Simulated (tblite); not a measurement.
Compound: C6H10OSi.
Z-matrix (Å and degrees, GFN2-xTB geometry), rows numbered from 1:
```
C 
C   1  1.3254
C   2  1.4972  1  122.53
C   2  1.5028  1  123.42  3  -174.57
C   4  1.5426  2  117.08  1   -23.00
Si  5  1.9182  4   93.25  2   100.79
C   4  1.5341  2  105.09  1    84.48
O   7  1.2010  4  128.47  2    71.54
H   1  1.0767  2  121.03  3    -3.10
H   1  1.0757  2  123.07  3   177.95
H   3  1.0866  2  111.22  1    -1.23
H   3  1.0902  2  109.27  1  -121.53
H   3  1.0902  2  110.56  1   119.86
H   4  1.0922  2  109.37  1  -154.57
H   5  1.0870  4  113.43  2   -22.79
H   5  1.0895  4  110.58  2  -142.71
H   6  1.4591  5  116.64  4  -102.39
H   6  1.4597  5  117.50  4   120.75
```

Calculated harmonic vibrations of the isolated species, GFN2-xTB (tblite), most abundant isotopes, no scaling. Errors from tens to a few hundred cm⁻¹ against measured bands are possible. Modes of hydrogen on silicon can be 10 to 20 % off. One conformer, not necessarily the lowest.

Harmonic wavenumbers (cm⁻¹): 51.0, 82.1, 118.2, 181.1, 276.9, 314.7, 341.3, 376.3, 436.1, 440.1, 474.5, 547.5, 577.4, 594.7, 652.9, 708.0, 730.8, 748.3, 784.0, 860.8, 879.2, 959.5, 976.1, 1006.8, 1041.1, 1056.6, 1100.8, 1128.1, 1196.1, 1216.3, 1303.8, 1398.2, 1419.1, 1477.8, 1480.3, 1485.0, 1712.2, 1788.0, 2288.5, 2296.4, 2950.2, 2996.3, 2997.5, 3011.5, 3025.5, 3048.1, 3111.0, 3132.2.

A = 2632, B = 1412, C = 1131 MHz; mass 126.050 u (most abundant isotopes); point group C1, symmetry number 1.

Problem. Zero-point energy?

Solution. Half the sum of the wavenumbers: 30389 cm⁻¹ = 86.89 kcal/mol.

Problem. Give the ideal-gas entropy at 273.15 K and 1 bar in the rigid-rotor, harmonic-oscillator model (classical rotation).

Solution. Translation 40.00, rotation 28.47, vibration 23.08: S = 91.5 cal/(mol K).

Problem. And Cp and H(273.15 K) − H(0)?

Solution. Cp = 35.33 cal/(mol K), of which vibrations give 27.38 (their classical limit is 48 R = 95.4); H(273.15 K) − H(0) = 5.67 kcal/mol without the zero-point energy, 3.50 from vibrations.

Problem. How do the functions run with temperature in this model?

Solution. 
```csv
T (K),S (cal/(mol K)),Cp (cal/(mol K)),H − H(0) (kcal/mol),G − H(0) (kcal/mol),ln q(vib)
50,57.4,12.1,0.48,-2.39,0.40
100,67.2,16.6,1.19,-5.52,1.35
298.15,94.8,38.0,6.58,-21.67,5.77
373.15,104.1,45.3,9.71,-29.13,7.58
500,118.9,55.7,16.15,-43.28,10.69
750,144.3,69.7,31.96,-76.27,16.68
1000,165.7,78.9,50.62,-115.10,22.28
```

q(vib) and H(0) count from the zero-point level.

Problem. What must be added to the electronic energy to get the Gibbs energy at 273.15 K and 1 bar?

Solution. ZPE + [H(273.15 K) − H(0)] − T·S = 86.89 + 5.67 − 25.01 = 67.55 kcal/mol.

Problem. Which modes carry the vibrational entropy at 273.15 K?

Solution. 51.0 cm⁻¹: 4.61; 82.1 cm⁻¹: 3.67; 118.2 cm⁻¹: 2.96; 181.1 cm⁻¹: 2.15; 276.9 cm⁻¹: 1.40; 314.7 cm⁻¹: 1.20 cal/(mol K); the other 42 give 7.09 together.

Hindered rotation and anharmonicity are outside this model. Other conformers, if any are populated, would add a mixing term that is left out. The structure is chiral; the term R ln 2 for an equal mix with its mirror image is left out.
